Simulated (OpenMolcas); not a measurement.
# Pd2+: ligand-field states by method

Pd2+ with 6 ligands (ammonia) in octahedral coordination (S6) at 2.38 Å. Ligand basis ANO-RCC-VDZP.

| Item | Value |
| --- | --- |
| Program | OpenMolcas 26.06 |
| Basis | ANO-RCC-VDZP [6s5p3d1f] |
| Scalar Hamiltonian | DKH2, point nucleus |
| Active space | 8 electrons in 5 orbitals (4d) |
| State averaging | 2S+1 = 3 even, 10 roots; 2S+1 = 1 even, 15 roots |
| Spin-orbit coupling | state interaction with AMFI integrals over the reference wave functions |

I. CASSCF
II. SS-CASPT2, IPEA 0.25 Eh, imaginary shift 0.1 Eh (closed shells correlated: 4s 4p and the ligand valence shells)

Spin-free states in cm-1, each column counted from its own energy of the first state listed:

| State | Degeneracy | I | II |
| --- | --- | --- | --- |
| 2S+1 = 3 | 1 | 0 | 0 |
| 2S+1 = 3 | 1 | 12520 | 15590 |
| 2S+1 = 3 | 2 | 12549 | 15640 |
| 2S+1 = 1 | 2 | 12783 | 8280 |
| 2S+1 = 3 | 1 | 19477 | 23500 |
| 2S+1 = 3 | 2 | 19504 | 23170 |
| 2S+1 = 1 | 1 | 21859 | 16560 |
| 2S+1 = 1 | 1 | 25176 | 24960 |
| 2S+1 = 1 | 2 | 25200 | 25150 |
| 2S+1 = 1 | 1 | 29082 | 28830 |
| 2S+1 = 1 | 2 | 29109 | 28950 |
| 2S+1 = 3 | 1 | 31103 | 35570 |
| 2S+1 = 3 | 2 | 31163 | 35450 |
| 2S+1 = 1 | 2 | 40747 | 45740 |
| 2S+1 = 1 | 2 | 41045 | 45860 |
| 2S+1 = 1 | 1 | 41095 | 45920 |
| 2S+1 = 1 | 1 | 62948 | 61600 |

From I to II, I's first state of the same spin (2S+1 = 3) moves from 12520 to 15590 cm-1, by about +3100 cm-1.

From I to II, I's first state of another spin (2S+1 = 1) moves from 12783 to 8280 cm-1, by about -4500 cm-1.

χT at 300 K: I 1.42, II 1.34 cm3 K/mol.

Roots that are degenerate in the reference are averaged as groups; the widest CASPT2 spread within a group is 130 cm-1 (the 2-fold group of multiplicity 1 near 25200 cm-1 above the lowest state of its run, II). Shifts and gaps below about the spread of the groups concerned are not significant. Over all roots computed the reference weight is 0.67 to 0.69 in II; a low but even weight reflects the number of correlated electrons. Real 4d8 and 5d8 ions are as a rule square planar and diamagnetic. Ligand-to-metal charge-transfer states are missing. With no ligand orbital active B as a rule stays too high, so bands that hang on it stand too high and its fall with covalency is understated. Without dynamic correlation the repulsion within the d shell is too large (B by tens of per cent), so at a given field states of lower spin stand too high (holds for I). With metal d orbitals alone the field can be off either way by tens of per cent (holds for I). With one d shell and no ligand orbital active, 10Dq can be off by a tenth or more (holds for II). The distance lies 4 % over the 2.28 Å that this model takes as the normal distance (a Shannon-type radius plus a fixed donor radius); by an R⁻⁵ law this alone changes a d-shell field by about -19 %. No measured value stands beside these numbers; the geometry is a model, was not optimised and need not be the one that this ion takes.

A state without a sure symmetry label is named by its multiplicity alone.
